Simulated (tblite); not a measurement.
Compound: C8H10OP (charge +1).
Cartesian coordinates in Å at the GFN2-xTB level; atoms count from 1:
```
atom  x, y, z in Å
C1    -1.245    2.346    0.226
C2    -1.743    1.188   -0.184
P3    -0.754   -0.298   -0.389
C4    -1.273   -1.567    0.764
C5    -1.760   -2.739    0.378
C6     0.981    0.035   -0.229
C7     1.745    0.994   -0.964
C8     3.017    0.866   -0.501
O9     3.084   -0.081    0.445
C10    1.876   -0.587    0.615
H11   -1.875    3.213    0.349
H12   -0.198    2.478    0.449
H13   -2.796    1.054   -0.403
H14   -1.009   -0.781   -1.660
H15   -1.174   -1.295    1.809
H16   -2.072   -3.479    1.097
H17   -1.868   -3.007   -0.661
H18    1.390    1.662   -1.722
H19    3.923    1.376   -0.761
H20    1.746   -1.368    1.339
```

Level: GFN2-xTB in tblite, geometry and Hessian alike; calculated harmonic values, unscaled, isolated species. Against measured fundamentals such values can be off by several per cent, at times by over 20. Modes of hydrogen on phosphorus can be 10 to 20 % off. One conformer, not necessarily the lowest.

Harmonic wavenumbers (cm⁻¹): 38.2, 52.4, 78.8, 93.6, 114.9, 169.9, 235.1, 265.0, 310.5, 391.9, 477.5, 540.2, 572.7, 597.9, 613.1, 717.4, 759.1, 776.4, 806.8, 811.3, 835.1, 840.1, 852.7, 917.2, 918.1, 942.5, 992.0, 992.1, 999.1, 1002.0, 1033.4, 1075.0, 1143.1, 1191.8, 1207.3, 1215.3, 1254.5, 1335.1, 1369.0, 1371.9, 1443.7, 1519.0, 1633.2, 1639.6, 2371.7, 3026.0, 3026.2, 3089.3, 3089.5, 3123.1, 3123.9, 3162.3, 3173.4, 3190.2.

A = 1664, B = 875.0, C = 631.7 MHz; mass 153.047 u (most abundant isotopes); point group C1, symmetry number 1.

Problem. What is the zero-point energy?

Solution. ½Σν̃ = 33261 cm⁻¹ = 397.88 kJ/mol.

Problem. What is S at 298.15 K and 1 bar for an ideal gas of classical rigid rotors and harmonic oscillators?

Solution. Translation 171.60, rotation 126.51, vibration 144.70: S = 442.8 J/(mol K).

Problem. And Cp and H(298.15 K) − H(0)?

Solution. Cp = 177.15 J/(mol K), of which vibrations give 143.89 (their classical limit is 54 R = 449.0); H(298.15 K) − H(0) = 31.63 kJ/mol without the zero-point energy, 21.72 from vibrations.

Problem. What must be added to the electronic energy to get the Gibbs energy at 298.15 K and 1 bar?

Solution. ZPE + [H(298.15 K) − H(0)] − T·S = 397.88 + 31.63 − 132.02 = 297.49 kJ/mol.

Problem. Which modes carry the vibrational entropy at 298.15 K?

Solution. 38.2 cm⁻¹: 22.39; 52.4 cm⁻¹: 19.77; 78.8 cm⁻¹: 16.40; 93.6 cm⁻¹: 14.99; 114.9 cm⁻¹: 13.32; 169.9 cm⁻¹: 10.19 J/(mol K); the other 48 give 47.63 together.

Problem. Blend soft modes into free rotors: weight 1/[1 + (100 cm⁻¹/ν̃)⁴] for the oscillator and the rest for a rotor with moment μB/(μ + B), μ = h/(8π²ν), B = 10⁻⁴⁴ kg m². What vibrational entropy results?

Solution. 128.87 J/(mol K) in place of 144.70, which changes −T·S at 298.15 K by +4.72 kJ/mol.

Problem. How do the functions run with temperature in this model?

Solution. 
| T (K) | S (J/(mol K)) | Cp (J/(mol K)) | H − H(0) (kJ/mol) | G − H(0) (kJ/mol) | ln q(vib) |
| --- | --- | --- | --- | --- | --- |
| 100 | 310.9 | 86.0 | 6.11 | -24.98 | 2.56 |
| 200 | 382.7 | 127.6 | 16.70 | -59.84 | 5.73 |
| 300 | 443.9 | 178.1 | 31.96 | -101.21 | 8.70 |
| 500 | 556.5 | 264.6 | 76.80 | -201.47 | 14.54 |
| 800 | 699.3 | 340.7 | 168.79 | -390.62 | 22.92 |
| 1000 | 778.9 | 372.2 | 240.25 | -538.61 | 28.09 |

q(vib) and H(0) count from the zero-point level.

Hindered rotation and anharmonicity are outside this model. Other conformers, if any are populated, would add a mixing term that is left out. The structure is chiral; the term R ln 2 for an equal mix with its mirror image is left out.
